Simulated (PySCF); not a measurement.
**Nonlinear optical response: `InChI=1S/C4HF5/c5-2-1-3(6)4(7,8)9/h2H`**

Geometry:
| atom | x (Å) | y (Å) | z (Å) |
| --- | --- | --- | --- |
| F1 | 2.971 | 0.543 | -0.436 |
| C2 | 2.031 | 0.363 | 0.477 |
| C3 | 0.873 | -0.189 | 0.223 |
| C4 | -0.316 | -0.687 | 0.013 |
| F5 | -0.612 | -1.976 | 0.120 |
| C6 | -1.529 | 0.125 | -0.382 |
| F7 | -1.230 | 1.412 | -0.484 |
| F8 | -2.493 | -0.016 | 0.526 |
| F9 | -2.008 | -0.295 | -1.550 |
| H10 | 2.322 | 0.722 | 1.471 |

Theory: quadratic response CAM-B3LYP/aug-cc-pVDZ first hyperpolarisability, Taylor convention, gas phase in PySCF 2.14.0. Geometry: PBE0-D3(BJ)/def2-SVP.

(1) What is the first hyperpolarisability, and how does it disperse?

(2) Which lowest excitations, dipole and polarisabilities go with it?

## Answers

(1) In 10⁻³⁰ esu, Taylor convention; the vector part is βᵢ = ⅓ Σⱼ (βᵢⱼⱼ + βⱼᵢⱼ + βⱼⱼᵢ); β∥ is 3/5 of the vector part along the dipole, the dipole points from − to +:
```csv
process,λ (nm),β vector norm,β∥,β HRS,depolarisation ratio
"static β(0;0,0)",∞,1.17,-0.70,0.45,7.08
"second harmonic β(−2ω;ω,ω)",1907,1.21,-0.72,0.46,7.03
"Pockels β(−ω;ω,0)",1907,1.18,-0.71,–,–
"second harmonic β(−2ω;ω,ω)",1064,1.31,-0.78,0.50,6.89
"Pockels β(−ω;ω,0)",1064,1.21,-0.72,–,–
```

(2) S1 5.44 eV (f = 0.001); S2 5.85 eV (f = 0.001); S3 6.84 eV (f = 0.009); dipole 2.08 D; isotropic α 55.7 au static, 55.9 au at 1907 nm, 56.3 au at 1064 nm, 56.4 au at 953.5 nm, 58.0 au at 532 nm.
